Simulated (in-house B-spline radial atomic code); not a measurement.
# RPA and G0W0 on BLYP: I²⁺

Configuration [Kr] 4d10 5s2 5p3, highest spin, mean-field start BLYP. Computed with a B-spline radial code for spherical atoms: all electrons, non-relativistic, point nucleus, each spin shell either full or empty, empty states to l = 9 with an (l + 1/2)⁻⁴ tail; G0W0 by contour deformation at full frequency.

Without relativity these are model numbers: it shifts the levels of so heavy an element strongly and can reorder them.

Command:
```bash
python run_gw.py task.json out
```
Settings (radii: box in bohr, nucleus in fm):
```
Z                        53
electrons                51
configuration            [Kr] 4d10 5s2 5p3
hamiltonian              nr
method                   b88,lyp
lmax                     9
spin_polarised           True
box_radius               17.55
intervals                54
```

Run time, properties included: 5.9 s on 1 thread of Arm Neoverse N1, with other jobs on the host.

Energies (hartree):

```tsv
term	value
mean-field total	-6919.58156
Hartree-Fock functional on these orbitals	-6916.95234
direct second order	-4.5404
second-order exchange	1.2438
SOSEX correction	1.1521
```

What is the RPA correlation energy, and what remains with SOSEX?

RPA gives -3.9526 hartree (-2.11 eV per electron); RPA + SOSEX gives -2.8006, and the second-order doubles -3.2966 hartree (no singles). SOSEX takes back 29 % of the RPA value.

Quasi-particle levels (eV):

| level | occupied | mean field | Σx - vxc | Σc | QP weight | G0W0 |
| --- | --- | --- | --- | --- | --- | --- |
| 5p up | yes | -25.054 | -4.92 | ? | ? | ? |
| 5s down | yes | -32.91 | -2.38 | -2.43 | 0.917 | -37.72 |
| 5p down | no | -23.017 | 6.44 | -2.73 | 0.918 | -19.312 |

G0W0 = mean field + (Σx - vxc) + Σc, with Σc (partial-wave tail included) taken at the quasi-particle energy. Only the outer levels were computed. Levels of low weight are left out.

Where does G0W0 put 5p up?

At -30.36 eV, with Σc = -0.38 eV and a quasi-particle weight of 0.913. The tabulated removal energy is 29.57 ± 0.025 eV (NIST, measured); the calculation leaves out relativity, Breit and QED terms, and what these don't explain is the method's own error.
